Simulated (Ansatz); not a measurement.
Species: C$_{2}$H$_{6}$BCl, SMILES `B(Cl)(C)C` (charge 0, multiplicity 1), formula C2H6BCl.

How many basis functions does frozen-core CCSD(T)/cc-pVTZ // ωB97X-D3(BJ)/def2-TZVP in Ansatz (a program for electronic structure) use, how many core orbitals are frozen, and how many electrons are correlated?

208 basis functions and 8 frozen orbitals, which leaves 24 correlated electrons. Core time is of the order of minutes.
